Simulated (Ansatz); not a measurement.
The same redistribution along the group Ti, Zr, Hf.

Gas-phase electronic energies from Ansatz, PBE0-D4/def2-TZVP geometries. CBS: MP2 limit from def2 TZ/QZ plus the TZ coupled-cluster correction, frozen cores. DFT in def2-TZVPP. def2 core potentials past Kr. For Ge, Hf, Se, Ti, Zr outer-core shells are correlated without core-valence functions, which leaves a few kJ/mol of doubt a bond. Scalar relativity is left out up to krypton. One conformer a species, not always the lowest.

```
                                                                                            reaction  CCSD(T)/CBS(def2) (kJ/mol)
 titanium tetrachloride + `C[O][GeH]([F])[SeH]` → `[F][Ti]([Cl])([Cl])[Cl]` + `C[O][GeH]([Cl])[SeH]`                         -22
zirconium tetrachloride + `C[O][GeH]([F])[SeH]` → `[F][Zr]([Cl])([Cl])[Cl]` + `C[O][GeH]([Cl])[SeH]`                           ?
  hafnium tetrachloride + `C[O][GeH]([F])[SeH]` → `[F][Hf]([Cl])([Cl])[Cl]` + `C[O][GeH]([Cl])[SeH]`                         -27
```

Problem. Fill in the missing values. (Estimate.)

Solution. Ansatz gave: zirconium tetrachloride + `C[O][GeH]([F])[SeH]` → `[F][Zr]([Cl])([Cl])[Cl]` + `C[O][GeH]([Cl])[SeH]`: -25.2 kJ/mol.

Largest T1 diagnostic: 0.025, for `[Cl][Ti]([Cl])([Cl])[Cl]`.
